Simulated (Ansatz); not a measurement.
Li5⁺ was relaxed with r2SCAN (def2-TZVP) in Ansatz in these states: charge +1 quintet, charge +1 triplet. The geometries follow in no particular order.

A:

Cartesian coordinates in Å:
```
Li -1.0205 2.4029 -0.2700
Li 1.4006 0.7260 1.1007
Li -1.7584 -0.7023 0.3392
Li 1.0119 -2.4029 0.3055
Li 0.3665 -0.0238 -1.4754
```

B:

```xyz
5

Li   -1.236    1.509   -1.644
Li   -0.411   -1.558   -1.121
Li    1.649    1.020   -0.304
Li    1.236   -1.509    1.644
Li   -1.238    0.538    1.425
```

Problem. Judge from the bond lengths which geometry belongs to which state (an estimate).

Solution. A is the charge +1 triplet (Li2–Li5 2.875 Å, Li3–Li5 2.875 Å, Li2–Li3 3.550 Å); B is the charge +1 quintet (Li2–Li5 3.400 Å, Li3–Li5 3.400 Å, Li2–Li3 3.400 Å).

At PBE0/def2-TZVP a singlet lies 0.36 eV below the charge +1 triplet. At PBE0/def2-TZVP a singlet lies 1.95 eV below the charge +1 quintet. These are the stationary points nearest to one start from a short search; other shapes may lie lower in each state.
